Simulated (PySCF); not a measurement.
PySCF input (M06-2X/6-31G* (5d)):

```python
from pyscf import gto, dft

mol = gto.M(
    atom='''
    O    -1.43507000   -0.71174500   -0.59820400
    B    -0.41388200   -0.03087900   -0.10920300
    O    -0.98485900    1.22846600    0.48452400
    P     1.44175000   -0.38746500    0.16241100
    H    -1.29212800   -1.56982300   -1.01592800
    H    -1.94654400    1.39319400    0.44433100
    H    -0.46215200    1.95840300    0.85356100
    H     1.63272900   -0.88370800   -1.14836100
    H     1.87068500    0.93453400   -0.11431500
    ''',
    basis='6-31g*',
    charge=1,
    spin=0,
    verbose=4,
)

mf = dft.RKS(mol, xc='m062x')
mf.grids.level = 4
mf.conv_tol = 1e-9
mf.max_cycle = 100
mf.max_memory = 1500
mf.kernel()
if not mf.converged:
    mf = mf.newton()
    mf.kernel(mf.make_rdm1())
mf.dip_moment()
```

Output:

```
PySCF version 2.14.0

[INPUT] verbose = 4
[INPUT] num. atoms = 9
[INPUT] num. electrons = 40
[INPUT] charge = 1
[INPUT] spin (= nelec alpha-beta = 2S) = 0
[INPUT] symmetry False subgroup None
[INPUT] Mole.unit = angstrom
[INPUT] Symbol           X                Y                Z      unit          X                Y                Z       unit  Magmom
[INPUT]  1 O     -1.435070000000  -0.711745000000  -0.598204000000 AA   -2.711889269580  -1.345003120529  -1.130441726619 Bohr   0.0
[INPUT]  2 B     -0.413882000000  -0.030879000000  -0.109203000000 AA   -0.782123627887  -0.058352853000  -0.206363761981 Bohr   0.0
[INPUT]  3 O     -0.984859000000   1.228466000000   0.484524000000 AA   -1.861113781313   2.321464293340   0.915617660779 Bohr   0.0
[INPUT]  4 P      1.441750000000  -0.387465000000   0.162411000000 AA    2.724512640092  -0.732202732855   0.306912309617 Bohr   0.0
[INPUT]  5 H     -1.292128000000  -1.569823000000  -1.015928000000 AA   -2.441768037882  -2.966535534043  -1.919825682277 Bohr   0.0
[INPUT]  6 H     -1.946544000000   1.393194000000   0.444331000000 AA   -3.678435049415   2.632755098387   0.839663898654 Bohr   0.0
[INPUT]  7 H     -0.462152000000   1.958403000000   0.853561000000 AA   -0.873340707920   3.700845311527   1.612996520610 Bohr   0.0
[INPUT]  8 H      1.632729000000  -0.883708000000  -1.148361000000 AA    3.085410645635  -1.669966094087  -2.170087782132 Bohr   0.0
[INPUT]  9 H      1.870685000000   0.934534000000  -0.114315000000 AA    3.535082315332   1.766013314094  -0.216024041930 Bohr   0.0

nuclear repulsion = 157.206289226999
number of shells = 36
number of NR pGTOs = 152
number of NR cGTOs = 70
basis = 6-31g*
ecp = {}

******** <class 'pyscf.dft.rks.RKS'> ********
method = RKS
initial guess = minao
damping factor = 0
level_shift factor = 0
DIIS = <class 'pyscf.scf.diis.CDIIS'>
diis_start_cycle = 1
diis_space = 8
diis_damp = 0
SCF conv_tol = 1e-09
SCF conv_tol_grad = None
SCF max_cycles = 100
direct_scf = True
direct_scf_tol = 1e-13
XC library pyscf.dft.libxc version 7.1.2
    S. Lehtola, C. Steigemann, M. J. T. Oliveira, and M. A. L. Marques,  SoftwareX 7, 1–5 (2018)
XC functionals = m062x
    Y. Zhao and D. G. Truhlar,  Theor. Chem. Acc. 120, 215 (2008)
    Y. Zhao and D. G. Truhlar,  Theor. Chem. Acc. 120, 215 (2008)
radial grids:
    Treutler-Ahlrichs [JCP 102, 346 (1995); DOI:10.1063/1.469408] (M4) radial grids

becke partition: Becke, JCP 88, 2547 (1988); DOI:10.1063/1.454033
pruning grids: <function nwchem_prune>
grids dens level: 4
symmetrized grids: False
atomic radii adjust function: <function treutler_atomic_radii_adjust>
small_rho_cutoff = 0
Set gradient conv threshold to 3.16228e-05
Initial guess from minao.
tot grids = 192240
init E= -520.060511181515
  HOMO = -0.307280453287543  LUMO = -0.0194631136519221  gap/eV = 7.83191
cycle= 1 E= -519.243560940365  delta_E= 0.817  |g|= 0.573  |ddm|= 2.53
  HOMO = -0.492204718375423  LUMO = -0.16592076746037  gap/eV = 8.87864
cycle= 2 E= -519.242252669973  delta_E= 0.00131  |g|= 0.644  |ddm|= 0.842
  HOMO = -0.493447068701688  LUMO = -0.160025203253715  gap/eV = 9.07287
cycle= 3 E= -519.318245154138  delta_E= -0.076  |g|= 0.06  |ddm|= 0.42
  HOMO = -0.499469047829637  LUMO = -0.154659375903332  gap/eV = 9.38275
cycle= 4 E= -519.31890597656  delta_E= -0.000661  |g|= 0.0257  |ddm|= 0.0585
  HOMO = -0.497758738759453  LUMO = -0.154095991893792  gap/eV = 9.35154
cycle= 5 E= -519.319036711119  delta_E= -0.000131  |g|= 0.00599  |ddm|= 0.0221
  HOMO = -0.497278159593869  LUMO = -0.154072428036935  gap/eV = 9.33910
cycle= 6 E= -519.319044156283  delta_E= -7.45e-06  |g|= 0.00126  |ddm|= 0.00568
  HOMO = -0.49750912687204  LUMO = -0.153970154715666  gap/eV = 9.34817
cycle= 7 E= -519.319044718115  delta_E= -5.62e-07  |g|= 0.000458  |ddm|= 0.00216
  HOMO = -0.497457772042054  LUMO = -0.154024643260819  gap/eV = 9.34529
cycle= 8 E= -519.319044790659  delta_E= -7.25e-08  |g|= 8.28e-05  |ddm|= 0.000738
  HOMO = -0.497449251224753  LUMO = -0.15400865541485  gap/eV = 9.34549
cycle= 9 E= -519.319044793557  delta_E= -2.9e-09  |g|= 2.29e-05  |ddm|= 0.00014
  HOMO = -0.497453398935164  LUMO = -0.154012103075113  gap/eV = 9.34551
cycle= 10 E= -519.319044793807  delta_E= -2.5e-10  |g|= 4.93e-06  |ddm|= 4.76e-05
  HOMO = -0.497451873785154  LUMO = -0.154010996233348  gap/eV = 9.34550
Extra cycle  E= -519.319044793819  delta_E= -1.23e-11  |g|= 2.9e-06  |ddm|= 1.02e-05
converged SCF energy = -519.319044793819

WARN: System has nonzero charge 1; the dipole moment is origin-dependent.
Location of origin: [0. 0. 0.]

Dipole moment(X, Y, Z, Debye): -2.81001,  3.29554,  0.14512
```

The dipole moment of an ion depends on the origin.

The geometry given is a B3LYP-D3(BJ)/def2-TZVP minimum.
